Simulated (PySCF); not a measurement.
Input for PySCF: R-MP2/6-31G* on CF4 (SMILES FC(F)(F)F) with ghost functions.

```python
from pyscf import gto, scf, dft, mp
from pyscf.data.elements import chemcore

mol = gto.M(
    atom='''
    F    -0.70530000    1.00706946    0.34583593
    C    -0.00977418   -0.00812218   -0.14827193
    F    -0.01404889    0.05740400   -1.47300573
    F     1.23901705    0.05469303    0.29271550
    F    -0.55898065   -1.15088893    0.23904282
    ghost-H   -0.27251340    0.24313612    3.35462015
    ghost-H    0.32154537   -0.20325729    3.38906608
    ''',
    basis='6-31g*',
    cart=True,
    charge=0, spin=0, verbose=3, max_memory=1800)
mf = scf.RHF(mol)
mf.conv_tol = 1e-8
mf.max_cycle = 100
mf.kernel()
if not mf.converged:
    mf = mf.newton().run(mf.mo_coeff, mf.mo_occ)
pt = mp.MP2(mf, frozen=chemcore(mol)).run()
```

Question: Predict the final total energy.

Answer: -436.4479 hartree.
